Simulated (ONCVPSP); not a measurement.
## Hg (Z = 80) ONCV: all-electron and pseudo phase curves

ONCVPSP 4.0.1 input, shortened (lines: element, Z, core and valence counts, functional; n l f; lmax; l rc ep ncon nbas qcut; lloc lpopt rc5 dvloc0; l nproj debl; icmod fcfact rcfact), PBE, scalar-relativistic:

```
  Hg 80.00    9    5        4      upf
    1    0    2.00
    2    0    2.00
    2    1    6.00
    3    0    2.00
    3    1    6.00
    3    2   10.00
    4    0    2.00
    4    1    6.00
    4    2   10.00
    4    3   14.00
    5    0    2.00
    5    1    6.00
    5    2   10.00
    6    0    1.50
    3
    0    1.65    0.00    4    9    7.50
    1    1.25    0.00    4    8   11.60
    2    1.40    0.00    3    6    7.20
    3    0.45    0.00    4    7   23.50
    4    5    0.40    3.00
    0    2    0.60
    1    1    3.90
    2    1    2.30
    3    1    0.60
    3    2.00    1.10
```

The phase is arctan(r·R′/R) of the radial function R(r), unwrapped; energies in Ha, scanned from -6 to 5 Ha. A pole is an energy at which the radial function vanishes at the test radius. The pseudo phase is shifted by a multiple of π to meet the all-electron one at the reference energy, and phase errors are pseudo minus all-electron; the curves can meet again beyond the range given. Levels narrower than the energy grid can be missing from the lists of poles.

| channel | radius (bohr) | reference energy (Ha) | poles, all-electron | poles, pseudo | unbroken range about the reference energy with phases within 0.05 rad | phase error 1 Ha above the reference energy (rad) |
| --- | --- | --- | --- | --- | --- | --- |
| s | 1.67 | -0.39 | -4.30 | -4.30, -2.70 | above -2.7 | +0.002 |
| p | 1.27 | -2.61 | -0.13 | -0.24 | below 1.9 | -0.002 |
| d | 1.42 | -0.52 | 2.03 | 1.97 | below 4.5 | -0.001 |
| f | 0.46 | -3.68 | none | none | the whole range | +0.000 |

Note: ghosts flagged at negative energy: s at -1939.2 eV, s at -74.0 eV, p at -1399.5 eV, d at -382.3 eV; no localised positive-energy state flagged. A true bound ghost makes a file unfit for plane-wave use.

Phases in the p channel:

```json
{"E (Ha)": "-5.96", "all-electron": "0.971", "pseudo": "0.963"}
{"E (Ha)": "-5.68", "all-electron": "0.902", "pseudo": "0.892"}
{"E (Ha)": "-5.40", "all-electron": "0.812", "pseudo": "0.800"}
{"E (Ha)": "-5.12", "all-electron": "0.692", "pseudo": "0.678"}
{"E (Ha)": "-4.84", "all-electron": "0.529", "pseudo": "0.512"}
{"E (Ha)": "-4.56", "all-electron": "0.309", "pseudo": "0.290"}
{"E (Ha)": "-4.28", "all-electron": "0.028", "pseudo": "0.010"}
{"E (Ha)": "-4.00", "all-electron": "-0.286", "pseudo": "-0.300"}
{"E (Ha)": "-3.72", "all-electron": "-0.579", "pseudo": "-0.587"}
{"E (Ha)": "-3.44", "all-electron": "-0.815", "pseudo": "-0.819"}
{"E (Ha)": "-3.16", "all-electron": "-0.991", "pseudo": "-0.992"}
{"E (Ha)": "-2.88", "all-electron": "-1.121", "pseudo": "-1.121"}
{"E (Ha)": "-2.60", "all-electron": "-1.218", "pseudo": "-1.218"}
{"E (Ha)": "-2.32", "all-electron": "-1.293", "pseudo": "-1.294"}
{"E (Ha)": "-2.04", "all-electron": "-1.353", "pseudo": "-1.353"}
{"E (Ha)": "-1.76", "all-electron": "-1.401", "pseudo": "-1.402"}
{"E (Ha)": "-1.48", "all-electron": "-1.440", "pseudo": "-1.443"}
{"E (Ha)": "-1.20", "all-electron": "-1.474", "pseudo": "-1.478"}
{"E (Ha)": "-0.92", "all-electron": "-1.504", "pseudo": "-1.508"}
{"E (Ha)": "-0.64", "all-electron": "-1.530", "pseudo": "-1.536"}
{"E (Ha)": "-0.36", "all-electron": "-1.553", "pseudo": "-1.561"}
{"E (Ha)": "-0.08", "all-electron": "-1.574", "pseudo": "-1.584"}
{"E (Ha)": "0.20", "all-electron": "-1.594", "pseudo": "-1.606"}
{"E (Ha)": "0.48", "all-electron": "-1.613", "pseudo": "-1.628"}
{"E (Ha)": "0.76", "all-electron": "-1.630", "pseudo": "-1.649"}
{"E (Ha)": "1.04", "all-electron": "-1.647", "pseudo": "-1.671"}
{"E (Ha)": "1.32", "all-electron": "-1.665", "pseudo": "-1.694"}
{"E (Ha)": "1.60", "all-electron": "-1.681", "pseudo": "-1.719"}
{"E (Ha)": "1.88", "all-electron": "-1.698", "pseudo": "-1.746"}
{"E (Ha)": "2.16", "all-electron": "-1.716", "pseudo": "-1.777"}
{"E (Ha)": "2.44", "all-electron": "-1.734", "pseudo": "-1.813"}
{"E (Ha)": "2.72", "all-electron": "-1.753", "pseudo": "-1.859"}
{"E (Ha)": "3.00", "all-electron": "-1.773", "pseudo": "-1.917"}
{"E (Ha)": "3.28", "all-electron": "-1.795", "pseudo": "-1.997"}
{"E (Ha)": "3.56", "all-electron": "-1.819", "pseudo": "-2.117"}
{"E (Ha)": "3.84", "all-electron": "-1.846", "pseudo": "-2.314"}
{"E (Ha)": "4.12", "all-electron": "-1.876", "pseudo": "-2.662"}
{"E (Ha)": "4.40", "all-electron": "-1.910", "pseudo": "-3.220"}
{"E (Ha)": "4.68", "all-electron": "-1.951", "pseudo": "-3.769"}
{"E (Ha)": "4.96", "all-electron": "-1.999", "pseudo": "-4.107"}
```
